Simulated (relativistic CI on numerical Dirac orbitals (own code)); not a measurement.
Line list: Forbidden lines, Ba29+

Calculated at this level of theory: Dirac-Coulomb-Breit CI, separate exchange-only KLI orbitals for each configuration, QED by a radiative potential, unscaled Slater integrals (own radial code, finite nucleus).

CI space (outside the closed core [Ne]): 3s²3p⁶3d⁹, 3s²3p⁵3d¹⁰, 3s3p⁶3d¹⁰, 3s²3p⁶3d⁸4s, 3s²3p⁶3d⁸4p, 3s²3p⁶3d⁸4d, 3s²3p⁴3d¹⁰4s, 3s²3p⁶3d⁸4f, 3s²3p⁵3d⁹4s, 3s²3p⁴3d¹⁰4p, 3s²3p⁵3d⁹4p, 3s²3p⁶3d⁷4s², 3s²3p⁴3d¹⁰4d, 3s3p⁵3d¹⁰4s, 3s²3p⁶3d⁷4s4p, 3s3p⁵3d¹⁰4p, 3s²3p⁶3d⁸5s, 3s²3p⁵3d⁹4d, 3s²3p⁶3d⁷4p², 3s3p⁶3d⁹4s, 3s²3p⁶3d⁸5p, 3s²3p⁶3d⁷4s4d, 3s3p⁵3d¹⁰4d, 3p⁶3d¹⁰4s, 3s²3p⁶3d⁸5d, 3s3p⁶3d⁹4p, 3s²3p⁶3d⁷4p4d, 3s²3p⁵3d⁹4f, 3s²3p⁵3d⁸4s², 3s²3p⁶3d⁸5f, 3p⁶3d¹⁰4p, 3s²3p⁶3d⁸5g, 3s²3p⁵3d⁸4s4p, 3s²3p⁶3d⁷4d², 3s3p⁶3d⁹4d, 3p⁶3d¹⁰4d. Levels of other configurations are missing.

```csv
λ vac (nm),Lower,Upper,Type,A (s⁻¹),gf,Branching (%)
1.6811,3s²3p⁶3d⁹ ²D3/2 [2],3s²3p⁶3d⁸4s ²S1/2 [21],E2,4.95e+08,4.19e-05,11.2
1.6839,3s²3p⁶3d⁹ ²D5/2 [1],3s²3p⁶3d⁸4s ²D3/2 [19],E2,2.26e+07,3.85e-06,3.4
1.7047,3s²3p⁶3d⁹ ²D5/2 [1],3s²3p⁶3d⁸4s ²G9/2 [17],E2,4.57e+08,1.99e-04,100.0
1.7053,3s²3p⁶3d⁹ ²D5/2 [1],3s²3p⁶3d⁸4s ²P1/2 [16],E2,5.17e+08,4.51e-05,31.0
1.7088,3s²3p⁶3d⁹ ²D5/2 [1],3s²3p⁶3d⁸4s ⁴P3/2 [15],E2,3.49e+08,6.11e-05,48.9
1.7163,3s²3p⁶3d⁹ ²D5/2 [1],3s²3p⁶3d⁸4s ⁴F3/2 [14],E2,2.15e+08,3.80e-05,33.5
1.7170,3s²3p⁶3d⁹ ²D5/2 [1],3s²3p⁶3d⁸4s ⁴P5/2 [13],E2,2.38e+08,6.30e-05,48.1
1.7213,3s²3p⁶3d⁹ ²D3/2 [2],3s²3p⁶3d⁸4s ²D5/2 [20],E2,5.88e+08,1.57e-04,83.8
1.7222,3s²3p⁶3d⁹ ²D3/2 [2],3s²3p⁶3d⁸4s ²D3/2 [19],E2,3.97e+08,7.06e-05,60.5
1.7267,3s²3p⁶3d⁹ ²D5/2 [1],3s²3p⁶3d⁸4s ⁴P1/2 [12],E2,3.31e+08,2.96e-05,13.3
1.7306,3s²3p⁶3d⁹ ²D5/2 [1],3s²3p⁶3d⁸4s ⁴F5/2 [11],E2,9.19e+07,2.48e-05,21.9
1.7313,3s²3p⁶3d⁹ ²D5/2 [1],3s²3p⁶3d⁸4s ⁴F7/2 [10],E2,4.04e+08,1.45e-04,93.3
1.7435,3s²3p⁶3d⁹ ²D3/2 [2],3s²3p⁶3d⁸4s ²G7/2 [18],E2,5.25e+08,1.91e-04,99.2
1.7446,3s²3p⁶3d⁹ ²D3/2 [2],3s²3p⁶3d⁸4s ²P1/2 [16],E2,5.72e+08,5.22e-05,34.3
1.7483,3s²3p⁶3d⁹ ²D3/2 [2],3s²3p⁶3d⁸4s ⁴P3/2 [15],E2,1.44e+08,2.63e-05,20.1
1.7526,3s²3p⁶3d⁹ ²D5/2 [1],3s²3p⁶3d⁸4s ²D3/2 [9],E2,5.58e+08,1.03e-04,52.7
1.7543,3s²3p⁶3d⁹ ²D5/2 [1],3s²3p⁶3d⁸4s ²D5/2 [8],E2,2.88e+08,7.98e-05,60.9
1.7561,3s²3p⁶3d⁹ ²D3/2 [2],3s²3p⁶3d⁸4s ⁴F3/2 [14],E2,1.96e+08,3.63e-05,30.5
1.7568,3s²3p⁶3d⁹ ²D3/2 [2],3s²3p⁶3d⁸4s ⁴P5/2 [13],E2,2.43e+08,6.75e-05,49.2
1.7660,3s²3p⁶3d⁹ ²D5/2 [1],3s²3p⁶3d⁸4s ²F7/2 [7],E2,8.36e+08,3.13e-04,98.6
1.7710,3s²3p⁶3d⁹ ²D3/2 [2],3s²3p⁶3d⁸4s ⁴F5/2 [11],E2,3.28e+08,9.25e-05,78.0
1.7712,3s²3p⁶3d⁹ ²D5/2 [1],3s²3p⁶3d⁸4s ⁴F9/2 [6],E2,2.98e+07,1.40e-05,100.0
1.7719,3s²3p⁶3d⁹ ²D3/2 [2],3s²3p⁶3d⁸4s ⁴F7/2 [10],E2,2.89e+07,1.09e-05,6.7
75.685,3s²3p⁶3d⁹ ²D5/2 [1],3s²3p⁶3d⁹ ²D3/2 [2],M1,3.71e+04,1.27e-05,100.0
```

Terms are leading LS components. Brackets give the number of a level in order of energy, since labels repeat. The list gives strong lines, with weight on those to low levels, among the lowest 400 of 3960 levels, so that lines to higher ones, which can be the strongest, are missing. Levels whose partners in the same complex of configurations lie outside the list can be far off, and so can their lines. Rates are taken at the computed energies, electric ones in the length gauge.

At this charge energies of transitions that change n are usually good to better than 1 %, and those within a shell (Δn = 0) to a few per cent.

LS names give the leading component of a level, which can be under half, so a name can repeat, a term be missing and a line seem to break the LS rules.
